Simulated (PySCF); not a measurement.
FH3MoN2O, SMILES [NH]=[Mo](=[NH])([OH])[F], multiplicity 1.

The structure is a stationary point at PBE-D3(BJ)/def2-SVP. The multiplicity is an assumed one; no other spin state was optimised. The structure was generated by enumeration; whether it is a known compound was not checked. The def2 effective core potentials stand for the cores of Mo; spin–orbit coupling is left out. The values are those of a single conformer.

Method: PBE-D3(BJ)/def2-SVP in PySCF.

Frequencies are harmonic and unscaled.

Computed harmonic wavenumbers and intensities:
| mode | ν (cm⁻¹) | IR (km/mol) | Raman (Å⁴/amu) | depolarisation | moving atoms (share of kinetic energy) |
|---|---|---|---|---|---|
| 1 | 180 | 1.0 | 1.9 | 0.65 | F 44 %, O 36 %, Mo 12 % |
| 2 | 231 | 10.2 | 3.8 | 0.75 | F 41 %, N 30 %, H 15 %, Mo 11 % |
| 3 | 239 | 10.7 | 3.8 | 0.71 | N 38 %, H 28 %, Mo 14 %, O 12 %, F 9 % |
| 4 | 246 | 16.6 | 2.8 | 0.72 | O 38 %, N 33 %, H 14 %, Mo 13 % |
| 5 | 275 | 43.4 | 7.8 | 0.68 | N 49 %, H 39 % |
| 6 | 313 | 113.3 | 5.7 | 0.70 | H 67 %, N 25 % |
| 7 | 391 | 201.1 | 0.6 | 0.72 | H 87 %, N 10 % |
| 8 | 519 | 103.4 | 1.4 | 0.74 | H 72 %, N 23 % |
| 9 | 588 | 70.7 | 2.2 | 0.74 | H 83 %, N 14 % |
| 10 | 659 | 71.1 | 6.6 | 0.04 | F 65 %, H 17 %, Mo 10 % |
| 11 | 668 | 190.4 | 1.2 | 0.04 | O 62 %, H 29 % |
| 12 | 719 | 100.0 | 2.4 | 0.68 | H 57 %, N 23 %, F 9 % |
| 13 | 745 | 31.4 | 7.4 | 0.44 | H 57 %, O 18 %, N 11 %, Mo 11 % |
| 14 | 973 | 122.9 | 10.8 | 0.68 | N 74 %, Mo 18 % |
| 15 | 995 | 46.2 | 39.8 | 0.05 | N 81 %, Mo 12 % |
| 16 | 3504 | 108.6 | 183.6 | 0.38 | H 93 % |
| 17 | 3523 | 136.3 | 198.4 | 0.31 | H 92 % |
| 18 | 3732 | 155.6 | 104.0 | 0.25 | H 94 % |
